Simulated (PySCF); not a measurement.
## State search for PbF

Unrestricted PBE0; basis Pb def2-SVPD with ECP60, F def2-SVPD; scalar-relativistic core potentials; PySCF 2.14. Outer shells of the fragments: Pb 5d10 6s2 6p2; F 2s2 2p5.

Followed along the bond (rough minima from three points):

```tsv
2Ms+1	unpaired	⟨S²⟩ at the start	R at minimum (Å)	Te (eV)
2	π ↑	0.75	2.09	0.00
4	σ ↑, π ↑↑	3.76	none in the scan	≤ 4.54
```

Solutions found at the starting distance of 2.010 Å, counted from the lowest of them; the search is not exhaustive and high or unbound solutions are not listed, so other states can lie among these:

```
2Ms+1   unpaired  term  E (eV)  ⟨S²⟩  ⟨Lz²⟩  μ (D)
    2        π ↑    ²Π    0.00  0.75   1.00  -3.35
    2        σ ↑   ²Σ⁺    2.30  0.75   0.00  -1.57
    4  σ ↑, π ↑↑   ⁴Σ⁻    4.72  3.76   0.00  -1.30
    2        δ ↑    ²Δ    5.29  0.75   4.00  -3.35
    4      π ↑↑↑    ⁴Π    6.25  3.75   1.00   1.85
    4  σ ↑↑, π ↑    ⁴Π    6.60  3.75   1.00   0.25
```

A term symbol is given only where ⟨S²⟩ and ⟨Lz²⟩ are close to those of a pure state; real π, δ and φ orbitals otherwise mix terms. A positive dipole means Pb(−)F(+).

Spin–orbit coupling is left out, which matters for elements this heavy, above all for dissociation energies. Counting both spins, an empty level lies below a filled one in some of these solutions, because spin and occupation are held.
